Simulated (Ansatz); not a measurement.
Basis sets compared for CrN(OH)3 (CrNO3H3). Charge 0, multiplicity 1. Geometry B3LYP-D4/def2-SVP. Ansatz on 4 threads of Arm Neoverse V2 on a shared host; times are rough, and most runs start from earlier orbitals.

```xyz
8

Cr   -0.033    0.022    0.007
N     1.183   -0.809   -0.268
O     0.383    1.164    1.261
H     1.277    1.156    1.630
O    -1.302   -1.056    0.527
H    -1.122   -2.005    0.585
O    -0.461    0.837   -1.475
H     0.076    0.692   -2.267
```

The restricted singlet is unstable towards broken spin symmetry in Hartree–Fock (as tested in another run); at PBE-D4/def2-SVP, PBE-D4/def2-TZVPD, r2SCAN-D4/def2-TZVP, r2SCAN-D4/def2-TZVPD and others this wasn't settled.

Binding counts from free atoms (Cr septet, N quartet, O triplet, H doublet) in the same basis, without a counterpoise term.

| level | functions | energy (Eh) | HOMO (eV) | LUMO (eV) | binding per atom (eV) | wall time |
| --- | --- | --- | --- | --- | --- | --- |
| PBE-D4/def2-SVP | 102 | -1325.9359 | -7.23 | -3.35 | 4.03 | 0.75 s |
| PBE-D4/def2-TZVP | 187 | -1326.4342 | -7.60 | -3.59 | 4.00 | 1.4 s |
| r2SCAN-D4/def2-TZVP (with forces) | 187 | -1326.7659 | -7.97 | -3.66 | 3.73 | 3.2 s |
| PBE0-D4/def2-SVP | 102 | -1325.8552 | -8.90 | -2.68 | 3.47 | 1.1 s |
| PBE0-D4/def2-TZVP | 187 | -1326.3541 | -9.15 | -2.75 | 3.49 | 1.9 s |

(1) Estimate the rows for PBE-D4/def2-TZVPD, r2SCAN-D4/def2-TZVPD, PBE0-D4/def2-TZVPD.

## Answers

(1) 
```json
{"level": "PBE-D4/def2-TZVPD", "functions": "232", "energy (Eh)": "-1326.4383", "HOMO (eV)": "-7.65", "LUMO (eV)": "-3.65", "binding per atom (eV)": "4.00", "wall time": "2.3 s"}
{"level": "r2SCAN-D4/def2-TZVPD", "functions": "232", "energy (Eh)": "-1326.7693", "HOMO (eV)": "-8.01", "LUMO (eV)": "-3.68", "binding per atom (eV)": "3.73", "wall time": "3.8 s"}
{"level": "PBE0-D4/def2-TZVPD", "functions": "232", "energy (Eh)": "-1326.3579", "HOMO (eV)": "-9.20", "LUMO (eV)": "-2.78", "binding per atom (eV)": "3.50", "wall time": "2.9 s"}
```
